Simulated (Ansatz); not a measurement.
Correlation energies of CH7NOSi, SMILES `CO[SiH2]N` by basis set

```xyz
11

C     0.6915    0.7851   -1.5935
O     0.6800    0.4235   -0.2342
Si   -0.5729   -0.4067    0.4405
N    -0.3220   -0.7380    2.0898
H    -0.1441    1.4505   -1.8429
H     1.6237    1.3127   -1.8032
H     0.6391   -0.0942   -2.2473
H    -0.7221   -1.7001   -0.2801
H    -1.8085    0.4127    0.3144
H     0.3425   -1.4370    2.3781
H    -0.4072   -0.0085    2.7784
```

Charge 0, multiplicity 1. Geometry: relaxed with PBE0-D4/def2-TZVP. It is one conformer, not always the lowest. Frozen core, restricted reference, the Gaussian-basis code of Ansatz. CBS rows extrapolate triple and quadruple zeta; past MP2 they add the triple-zeta difference.

```csv
basis,HF (Eh),MP2 corr.,CCSD corr.,(T),CCSD(T) total
def2-SVP,-460.02390,-0.59780,-0.64467,-0.01521,-460.68378
def2-TZVPP,-460.34276,-0.75377,-0.79197,-0.02802,-461.16275
def2-QZVPP,-460.36106,-0.80948,–,–,–
CBS(def2),-460.36359,-0.85074,-0.88894,as TZ,-461.28055
```
